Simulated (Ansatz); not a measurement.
Reaction (cleavage of the Al–Si bond): `C[SiH2][AlH][F]` + H–F → `[F][AlH][F]` + `C[SiH3]`

Gas-phase electronic energies from Ansatz, PBE0-D4/def2-TZVP geometries. CCSD(T)/CBS is the MP2 limit (def2-TZVPP, def2-QZVPP) plus CCSD(T) − MP2 in def2-TZVPP, frozen cores. This one scheme is used for every species. Functionals use def2-TZVPP. Each species was taken in one conformer, which may not be the lowest.

| level | ΔE (kJ/mol) |
| --- | --- |
| PBE-D4 | -169.2 |
| BLYP-D4 | -191.2 |
| B97M-V | -194.9 |
| r2SCANh | -192.4 |
| CAM-B3LYP | -203.8 |
| HF/def2-QZVPP | -215.3 |
| HF/CBS(def2) | -215.7 |
| MP2/CBS(def2) | -198.8 |

Task: What does CCSD(T)/CBS give? (Best estimate.)

Result: The calculation gave: -190.1 kJ/mol. The listed levels differ from it by 20.9, -1.1, -4.8, -2.3, -13.7, -25.2, -25.6, -8.7 kJ/mol.

Largest T1 diagnostic among the species: 0.013.

At CCSD(T), def2-SVP lies −7.6 kJ/mol from the extrapolated value and def2-TZVPP −0.8 kJ/mol. From PBE to PBE0 (25 % exact exchange), in def2-TZVPP and without D4, ΔE moves by −3.5 kJ/mol. The D4 term adds +5.3 kJ/mol with B3LYP and +3.1 kJ/mol with PBE0; it sums over pairs of atoms, weighted by their polarisabilities, and B3LYP, whose exchange is more repulsive, gets the larger term.

B3LYP here is the variant with VWN-RPA as its local correlation; programs differ in this.
